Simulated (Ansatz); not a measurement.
Cl₃H₂O₂Ta (`[OH][Ta]([OH])([Cl])([Cl])[Cl]`), relaxed with RKS PBE0-D4/def2-TZVP in the Gaussian-basis code of Ansatz from a PBE-D4/def2-SVP geometry. The force threshold is 0.005 eV/Å; the program also tests the step.

Charge 0, multiplicity 1. Ta takes the def2 core potential.

Start:

```xyz
8

O    -1.406   -0.948    0.432
Ta    0.306   -0.303   -0.073
O    -0.298    1.499   -0.050
Cl    0.772   -0.117   -2.349
Cl    1.163   -2.493   -0.082
Cl    1.848    0.248    1.594
H    -2.162   -0.351    0.589
H    -0.222    2.466   -0.061
```

(1) By how much does the energy fall, and how many steps does the optimiser take? (Best estimate.)

(2) Which bonds change most? (Estimate.)

(3) Give the relaxed structure. (Estimate.)

Results:

(1) The calculation gave: 0.05 eV, in 22 steps, 4 of them rejected.

(2) The calculation gave: Ta2–Cl4 from 2.331 to 2.294 Å; O1–Ta2 from 1.897 to 1.876 Å; Ta2–Cl5 from 2.352 to 2.333 Å; O1–H7 from 0.976 to 0.962 Å.

(3) Ansatz gave: 
```xyz
8

O    -1.413   -0.935    0.344
Ta    0.286   -0.294   -0.127
O    -0.328    1.491   -0.082
Cl    0.698   -0.207   -2.381
Cl    1.178   -2.443    0.048
Cl    1.841    0.369    1.474
H    -2.159   -0.351    0.504
H    -0.104    2.371    0.220
```
